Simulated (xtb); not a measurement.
1,3-thiazole-2-carbaldehyde (C4H3NOS), SMILES O=Cc1nccs1. All values are semi-empirical tight-binding results from xtb (GFN2-xTB unless named), good for trends rather than for accurate numbers. The structure is a stationary point at GFN2-xTB. Other conformers were not sampled.

Optimised geometry:

```xyz
10

O     -0.2989    -2.6202     0.0000
C      0.5955    -1.8135     0.0000
C      0.4187    -0.3742     0.0000
N      1.3884     0.4869     0.0000
C      0.9439     1.7478     0.0000
C     -0.4198     1.8813     0.0000
S     -1.1797     0.3544     0.0000
H      1.6610    -2.1065     0.0000
H      1.6520     2.5565     0.0000
H     -0.9958     2.7848     0.0000
```

* **point group as xtb finds it**: Cs
* **orbital gap**: 2.55 eV
* **zero-point energy**: 38.9 kcal/mol
* **G − E(el) at 298.15 K (modified RRHO)**: 19.8 kcal/mol
* **static polarisability (D4 model)**: 74.0 bohr³
* **solvation energy, GFN2-xTB/ALPB(water)**: -2.6 kcal/mol
* **solvation energy, GFN2-xTB/ALPB(acetonitrile)**: -7.6 kcal/mol

Computed atomic charges and the Wiberg bond orders between heavy atoms:
charges (e) O1 -0.32, C2 0.20, C3 0.07, N4 -0.21, C5 0.04, C6 -0.03, S7 0.07, H8 0.04, H9 0.06, H10 0.06. Bond orders O1–C2 1.86, C2–C3 1.08, C3–N4 1.54, N4–C5 1.33, C5–C6 1.55, C3–S7 1.13, C6–S7 1.28.
